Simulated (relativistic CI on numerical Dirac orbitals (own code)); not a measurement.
## Radial parameters of Tb XXXI

Computed by Dirac-Coulomb-Breit CI, KLI orbitals optimised for each configuration, a model potential for QED, unscaled Slater integrals (own radial code, finite nucleus).

Slater integrals F^k, G^k are unscaled and averaged over j, outside the closed core [Ar] 3d10; ζ comes from projecting the Hamiltonian with its Breit term on Σ l·s of the shell.

- 4s2.4p5: ζ(4p) = 245720 cm⁻¹; <r>(4p) = 0.5024, <r^2>(4p) = 0.2853 (bohr units).
- 4s2.4p4.4d: F^2(4p,4p) = 204310, ζ(4p) = 246150, F^2(4p,4d) = 200250, G^1(4p,4d) = 249310, G^3(4p,4d) = 159690, ζ(4d) = 30456 cm⁻¹; <r>(4p) = 0.5025, <r^2>(4p) = 0.2854, <r>(4d) = 0.5062, <r^2>(4d) = 0.2926 (bohr units).
- 4s.4p5.4d: G^1(4s,4p) = 267570, ζ(4p) = 245950, G^2(4s,4d) = 197050, F^2(4p,4d) = 200210, G^1(4p,4d) = 249270, G^3(4p,4d) = 159650, ζ(4d) = 30644 cm⁻¹; <r>(4s) = 0.4897, <r^2>(4s) = 0.2694, <r>(4p) = 0.5026, <r^2>(4p) = 0.2855, <r>(4d) = 0.5063, <r^2>(4d) = 0.2927 (bohr units).

Averages of the first 10 configurations, taken without configuration mixing, which lowers the lowest level and can move excited configurations by several eV; other configurations of the list can lie among them:

| Configuration | Parity | States | Average energy above the lowest level (eV) |
| --- | --- | --- | --- |
| 4s2.4p5 | odd | 6 | 16.8 |
| 4s.4p6 | even | 2 | 136.0 |
| 4s2.4p4.4d | even | 150 | 163.5 |
| 4s.4p5.4d | odd | 120 | 278.6 |
| 4s2.4p4.4f | odd | 210 | 315.9 |
| 4s.4p5.4f | even | 168 | 431.3 |
| 4p6.4d | even | 10 | 402.9 |
| 4s.4p4.4d2 | even | 1350 | 423.9 |
| 4s2.4p3.4d.4f | even | 2800 | 463.1 |
| 4p6.4f | odd | 14 | 555.8 |
